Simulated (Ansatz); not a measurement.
Ansatz (a program for electronic structure) input (HF/STO-3G):

Ansatz 0.2 input:
```yaml
crystal:
  periodic: [false, false, false]
  atoms:
    - {symbol: Si, position_ang: [-0.00000000, -0.00000000, -1.08888770]}
    - {symbol: S, position_ang: [0.00000000, 0.00000000, 0.95277674]}
basis:
  gaussian:
    orbitals: STO-3G
hamiltonian:
  xc: {name: HF}
total_charge: -1
magnetization: {spin_polarized: true, initial_magnetization: 1}
relax: {f_tol: 0.003, max_steps: 120}
```

**Question.** Predict the final energy.

**Answer.** -678.51282 Eh.
